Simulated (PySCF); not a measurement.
SMILES Cl[SiH2]c1ccccc1 (C₆H₇ClSi) (GFN2-xTB optimised geometry):

```
15

Cl    -0.382    -3.265    -0.303
Si    -1.602    -1.689     0.013
C     -0.591    -0.096     0.000
C     -1.246     1.135     0.001
C     -0.537     2.322     0.000
C      0.848     2.301     0.000
C      1.516     1.089     0.000
C      0.801    -0.096     0.000
H     -2.596    -1.667    -1.060
H     -2.249    -1.876     1.313
H     -2.326     1.158     0.002
H     -1.064     3.265    -0.001
H      1.404     3.228    -0.002
H      2.596     1.066     0.000
H      1.333    -1.037    -0.003
```

Calculation: PySCF with PBE0/def2-TZVP.

Task: What are the frontier orbital energies and the dipole moment?

Result: HOMO-2 -8.72 eV, HOMO-1 -7.54 eV, HOMO -7.53 eV, LUMO -0.78 eV, LUMO+1 -0.42 eV; dipole moment 1.71 D.

Meta-Löwdin charges at PBE0/def2-TZVP: Cl1 -0.29, Si2 0.68, C3 -0.24, C4 -0.11, C5 -0.12, C6 -0.11, C7 -0.12, C8 -0.11, H9 -0.10, H10 -0.10, H11 0.12, H12 0.13, H13 0.13, H14 0.13, H15 0.12.
